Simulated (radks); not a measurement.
Results of a calculation; reference values are marked as such.
Dynamic dipole polarisability and lines of the thallium ion Tl3+, [Xe] 4f14 5d10. Code: a radial shooting solver on a logarithmic mesh with Libxc functionals. Model: scalar-relativistic Kohn-Sham, LDA (Slater exchange, Perdew-Wang correlation), spin-unpolarised, spherical densities, finite nucleus; Fermi nuclear charge, rms radius of each element as measured or else 0.836 A^(1/3) + 0.57 fm. Time-dependent linear response with the Hartree and adiabatic LDA kernel, continuum included through the Sternheimer equations, no spin-orbit coupling, so fine structure and intercombination lines are absent. Lines are the poles of the dipole polarisability below minus the highest occupied eigenvalue, found on a grid refined at the orbital gaps; the lowest seven at most are given, and weak or close lines can be missed. The first line takes the name of the lowest orbital gap if no other gap lies below it; otherwise a line is named after a gap within 0.6 % of it, if that gap stands alone.

photon energy (eV)  alpha (bohr^3)
0                            5.379
0.732                        5.382
5.126                        5.533
9.519                        5.989
13.912                       7.121
18.306                       11.95
22.699                      -3.948
27.093                       3.480
31.486                       7.139
35.880                      -77.89
40.273                       3.671

Lines (eV, oscillator strength): 20.789 (59.64 nm, 5d-6p), f = 0.994; 35.711 (34.72 nm, unassigned), f = 1.37; 39.182 (31.64 nm, unassigned), f = 0.597; 40.914 (30.30 nm, unassigned), f = 0.334. Higher lines, where found, are left out when the end of the mesh affects them. Those listed give 55 % of the static polarisability (sum of f/w^2). Orbital energy gaps for comparison: 5d-6p 19.864 eV; 5d-7p 33.749 eV; 5d-5f 34.859 eV; 5d-8p 38.284 eV; 5d-6f 38.729 eV. At laser wavelengths: 1550 nm 5.382, 1064 nm 5.386, 780 nm 5.393, 532 nm 5.409, 355 nm 5.448, 266 nm 5.505, 193 nm 5.628 bohr^3.
